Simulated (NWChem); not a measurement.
System: SnNH₅; SMILES [NH2][SnH3]

NWChem input:

```
start job
memory heap 200 mb stack 900 mb global 1100 mb
geometry units angstroms noautosym nocenter noautoz
  Sn    -0.022738     0.278468     0.000000
  N     -0.079542    -1.770082     0.000000
  H     -0.851008     0.769278    -1.416270
  H     -0.851008     0.769278     1.416270
  H      1.570860     0.939718     0.000000
  H      0.373441    -2.174629    -0.818100
  H      0.373441    -2.174629     0.818100
end
basis spherical
  * library def2-svpd
end
ecp
  Sn library def2-ecp
end
dft
  xc xcamb88 1.00 lyp 0.81 vwn_5 0.19 hfexch 1.00
  cam 0.33 cam_alpha 0.19 cam_beta 0.46
  iterations 150
end
property
  response 1 0.0
end
task dft property
```

All runs use the structure optimised with PBE0/def2-SVP. Not confirmed as a minimum by frequencies. def2 effective core potentials on Sn; no spin-orbit coupling.

Static field.

Give the results of this calculation. (CAM-B3LYP/def2-SVPD with def2 effective core potentials on Sn.) Quantities: isotropic polarisability (bohr³); anisotropy (bohr³).


```yaml
isotropic polarisability (bohr³): 51.7
anisotropy (bohr³): 5.9
```
